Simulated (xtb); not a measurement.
3-ethynylthiophene (C6H4S), SMILES C#Cc1ccsc1. All values are semi-empirical tight-binding results from xtb (GFN2-xTB unless named), good for trends rather than for accurate numbers. Geometry: GFN2-xTB.

Optimised geometry:

Bonded distances (Å): C1–C2 1.201, C1–H8 1.049, C2–C3 1.410, C3–C4 1.425, C3–C7 1.367, C4–C5 1.353, C4–H9 1.075, C5–S6 1.723, C5–H10 1.072, S6–C7 1.715, C7–H11 1.072. Angles (°): C2–C1–H8 179.6, C1–C2–C3 179.0, C2–C3–C4 123.8, C2–C3–C7 124.1, C4–C3–C7 112.1, C3–C4–C5 112.4, C3–C4–H9 123.2, C5–C4–H9 124.4, C4–C5–S6 112.4, C4–C5–H10 128.4, S6–C5–H10 119.2, C5–S6–C7 91.0, C3–C7–S6 112.2, C3–C7–H11 127.8, S6–C7–H11 120.0.
Charge 0, spin multiplicity 1.

- point group as xtb finds it: Cs
- orbital gap: 3.60 eV
- zero-point energy: 46.2 kcal/mol
- G − E(el) at 298.15 K (modified RRHO): 27.0 kcal/mol
- static polarisability (D4 model): 82.9 bohr³
- solvation energy, GFN2-xTB/ALPB(water): 0.1 kcal/mol
- solvation energy, GFN2-xTB/ALPB(methanol): -6.2 kcal/mol

Computed atomic charges and the Wiberg bond orders between heavy atoms:
charges (e) C1 -0.10, C2 -0.02, C3 0.02, C4 -0.04, C5 -0.02, S6 -0.02, C7 -0.02, H8 0.08, H9 0.04, H10 0.04, H11 0.04. Bond orders C1–C2 2.82, C2–C3 1.11, C3–C4 1.21, C4–C5 1.65, C5–S6 1.18, C3–C7 1.54, S6–C7 1.21.
